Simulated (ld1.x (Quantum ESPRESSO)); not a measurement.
**gold (Au), TM: configuration errors across variants**

ld1.x (Quantum ESPRESSO) 7.5 input, shortened:

```
&input
   title='Au', zed=79., rel=1, dft='PW91', iswitch=3,
   config='[Xe] 4f14 5d10 6s1 6p0'
 /
 &inputp
   pseudotype=2, tm=.true., lloc=-1, rcloc=1.55,
   nlcc=.true.
 /
4
6S  1  0   1.00   0.00  2.45  2.45  0.0
6P  2  1   0.00   0.00  2.45  2.45  0.0
5D  3  2  10.00   0.00  1.45  1.45  0.0
4F  4  3  14.00   0.00  0.95  0.95  0.0
 &test
   configts(1)='4f14 5d10 6s1 6p0'
 /
```

All-electron excitation energies from the reference (eV): (1) 4f14 5d10 6s0 6p0 9.490; (2) 4f14 5d9 6s0 6p0 30.776; (3) 4f14 5d8 6s0 6p0 64.734; (4) 4f13 5d10 6s1 6p0 92.747; (5) 4f14 5d7 6s0 6p0 112.529; (6) 4f14 5d9 6s1 6p1 7.516; (7) 4f14 5d10 6s0 6p1 5.290.

The default core radius of the base comes out at 0.28 bohr.

Tests that are not counted but printed errors over 1 eV. “type RRKJ; local potential all-electron potential smoothed inside 1.10 bohr (lloc = -1); rho0 0.005”: 4f13 5d10 6s1 6p0 (solver errors, printed error -4.6 eV); 4f14 5d9 6s1 6p1 (solver errors, printed error -13.0 eV). “all radii but the core radius scaled by about 1.41 (s 3.44, p 3.44, d 2.04, f 1.34 bohr); local potential all-electron potential smoothed inside 2.18 bohr (lloc = -1)”: 4f13 5d10 6s1 6p0 (solver errors, printed error -4.6 eV). “local potential the d channel”: 4f14 5d9 6s1 6p1 (solver errors, printed error -2.6 eV).

1 further variants failed, have other tests or too few solved ones, and are left out.

A true bound ghost makes a file unfit for plane-wave use even where its test errors are small: the radial tests pick states by their node count and pass the ghost by. Where a test does run into it, the solver fails or the error is huge.

Errors AE − PS in meV (a dash: test not solved or not reliable):

| change | (1) | (2) | (3) | (4) | (5) | (6) | (7) | bound ghosts |
| --- | --- | --- | --- | --- | --- | --- | --- | --- |
| base | -16 | -33 | -162 | -1594 | -499 | -39 | -5.4 | s, p |
| type RRKJ; local potential all-electron potential smoothed inside 1.10 bohr (lloc = -1); rho0 0.005 | -15 | -28 | -146 | – | -459 | – | -3.8 | s, p |
| wave 4f (bound): rc 0.95 bohr becomes 4f (bound): rc 0.58 bohr | -16 | -33 | -162 | -2418 | -500 | -39 | -5.4 | s |
| all radii but the core radius scaled by about 1.41 (s 3.44, p 3.44, d 2.04, f 1.34 bohr); local potential all-electron potential smoothed inside 2.18 bohr (lloc = -1) | -17 | -141 | -439 | – | -1007 | +138 | -12 | s |
| core correction a·sin(br)/r model core inside 1.10 bohr | -16 | -33 | -162 | -1490 | -499 | -39 | -5.3 | s, p |
| local potential the d channel | -16 | -32 | -155 | -1590 | -480 | – | -6.3 | s, p |
| wave 5d (bound): rc 1.45 bohr becomes 5d (bound): rc 1.66 bohr | -16 | -33 | -162 | -1541 | -498 | -39 | -5.5 | s, p |

Problem. Give the same row for: wave 6p (bound): rc 2.45 bohr becomes 6p (bound): rc 1.84 bohr.

Solution. -16, -33, -162, -1594, -500, -34, -11; bound ghosts: s, p.
